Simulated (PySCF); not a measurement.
**How methods differ on the ionisation energy of Sc⁺**

Sc⁺ [Ar] 3d1 4s1 (3D) → Sc²⁺ [Ar] 3d1 (2D), as a difference of total energies. Computed with PySCF 2.14 in x2c-TZVPall (6s5p4d1f, 48 functions), with the spin-free X2C one-electron Hamiltonian (Gaussian nucleus). Correlated levels: valence: [Ar] frozen. The calculations carry no spin-orbit coupling.

Q: Order these methods by the ionisation energy they give, lowest first.
A. MP2 (valence)
B. M06-2X
C. SCS-MP2 (valence)
D. UHF

A: D (12.228 eV), C (12.252 eV), A (12.301 eV), B (12.763 eV).

The reference lies between the lowest fine-structure levels, while these numbers refer to the centres of the terms.

Errors of the correlated levels include the incompleteness of this basis and the frozen core.

For comparison: 12.800 eV (measured; NIST Atomic Spectra Database, ionization energies).
